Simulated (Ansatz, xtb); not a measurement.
## Relative energy of two isomers of C3H8GeOSi

We compare a, `[SiH3][O][Ge@@H]1[CH]=C[CH2]1`, a singlet, with b, `C#[C][Ge@H]([CH3])[O][SiH3]`, a singlet. Both are isolated molecules in the gas phase, relaxed with B3LYP/def2-SVP; the shapes shown needn't be the lowest conformers.

a (Å):

```yaml
atoms:
  - { symbol: C, position_ang: [1.3261, -0.0513, -0.0529] }
  - { symbol: C, position_ang: [1.3723, 1.2319, 0.3665] }
  - { symbol: C, position_ang: [0.3517, 2.0792, -0.3804] }
  - { symbol: Ge, position_ang: [-0.0291, 0.3904, -1.3924] }
  - { symbol: O, position_ang: [-1.6635, -0.3203, -1.2300] }
  - { symbol: Si, position_ang: [-2.7448, -0.7724, -0.0545] }
  - { symbol: H, position_ang: [-2.9980, 0.3432, 0.9096] }
  - { symbol: H, position_ang: [-2.2492, -1.9521, 0.7172] }
  - { symbol: H, position_ang: [-4.0294, -1.1336, -0.7172] }
  - { symbol: H, position_ang: [0.2677, 0.2769, -2.9005] }
  - { symbol: H, position_ang: [1.9311, -0.8875, 0.3058] }
  - { symbol: H, position_ang: [2.0498, 1.6358, 1.1337] }
  - { symbol: H, position_ang: [0.7710, 2.9341, -0.9365] }
  - { symbol: H, position_ang: [-0.4738, 2.4479, 0.2505] }
```

b (Å):

```yaml
atoms:
  - { symbol: C, position_ang: [-2.4685, 0.9041, -1.4281] }
  - { symbol: C, position_ang: [-1.5712, 0.6658, -0.6407] }
  - { symbol: C, position_ang: [1.2479, 1.6495, 0.4698] }
  - { symbol: Ge, position_ang: [-0.1534, 0.3042, 0.5983] }
  - { symbol: O, position_ang: [0.5944, -1.2534, 0.1454] }
  - { symbol: Si, position_ang: [0.1639, -2.8140, -0.2242] }
  - { symbol: H, position_ang: [-3.2613, 1.1124, -2.1239] }
  - { symbol: H, position_ang: [-0.7554, 0.1526, 2.0096] }
  - { symbol: H, position_ang: [2.0732, 1.3943, 1.1506] }
  - { symbol: H, position_ang: [1.6304, 1.6855, -0.5604] }
  - { symbol: H, position_ang: [0.8500, 2.6392, 0.7398] }
  - { symbol: H, position_ang: [1.4090, -3.6281, -0.3084] }
  - { symbol: H, position_ang: [-0.5541, -2.8891, -1.5318] }
  - { symbol: H, position_ang: [-0.7232, -3.3951, 0.8311] }
```

Question: Estimate which is lower in electronic energy at CCSD(T)/def2-SVP + ΔMP2/def2-TZVPP, and by roughly how much.

Answer: The CCSD(T)/def2-SVP + ΔMP2/def2-TZVPP calculation puts structure a lower, by 2.8 kcal/mol.

The same difference at several levels:

| level | geometry | E(b) − E(a) (kcal/mol) | departure from the last row (kcal/mol) | job, with rough time for the two |
| --- | --- | --- | --- | --- |
| B3LYP/def2-SVP | B3LYP/def2-SVP | +6.2 | +3.4 | optimisation, 4.2 min |
| HF/def2-SVP | B3LYP/def2-SVP | +0.6 | −2.2 | part of the CCSD(T) run |
| MP2/def2-SVP | B3LYP/def2-SVP | +3.6 | +0.8 | part of the CCSD(T) run |
| CCSD(T)/def2-SVP | B3LYP/def2-SVP | +4.7 | +1.9 | single point |
| CCSD(T)/def2-SVP + ΔMP2/def2-TZVPP | B3LYP/def2-SVP | +2.8 |  | single point, 62 s |

As drawn, b has 1 C≡C in place of 1 C=C, 1 C–C. Structure a has a 4-membered ring, b no ring.

None of the levels shown reverses the order. The largest departure from CCSD(T)/def2-SVP + ΔMP2/def2-TZVPP is that of B3LYP/def2-SVP, 3.4 kcal/mol. A small imaginary or near-zero mode remains, so no thermal terms are given. Levels run at GFN2-xTB geometries aren't shown. The last row adds to CCSD(T) the change of the MP2 difference between the two basis sets, here −1.9 kcal/mol.

The correlated steps freeze 18 core orbitals; the filled d shell of Ge is correlated, in a basis made for valence electrons. Programs: Ansatz 0.2.0, xtb 6.7.1; the last row on 4 threads of Intel(R) Xeon(R) Platinum 8259CL CPU @ 2.50GHz (Skylake/Cascade Lake) on a shared host.
